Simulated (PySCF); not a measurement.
Be(I)(GeH3), SMILES [GeH3][Be][I], singlet (PBE0/def2-SVP optimised geometry):

```
6

Be    -1.379    -1.851    -1.703
I     -2.204    -2.952    -3.393
Ge    -0.551    -0.739     0.000
H     -0.993     0.739     0.000
H     -0.993    -1.334     1.354
H      0.993    -0.739     0.000
```

Computed with PBE0/def2-TZVP, def2 effective core potentials past Kr run with PySCF.

Problem. What are the frontier orbital energies and the dipole moment?

Solution. HOMO-2 -8.18 eV, HOMO-1 -8.18 eV, HOMO -8.15 eV, LUMO -1.43 eV, LUMO+1 -1.43 eV; dipole moment 0.24 D.

On the same geometry PBE/def2-TZVP, def2 effective core potentials past Kr (PySCF 2.14.0) gives HOMO-2 -7.08 eV, HOMO-1 -7.08 eV, HOMO -7.01 eV, LUMO -2.18 eV, LUMO+1 -2.18 eV; dipole moment 0.37 D.
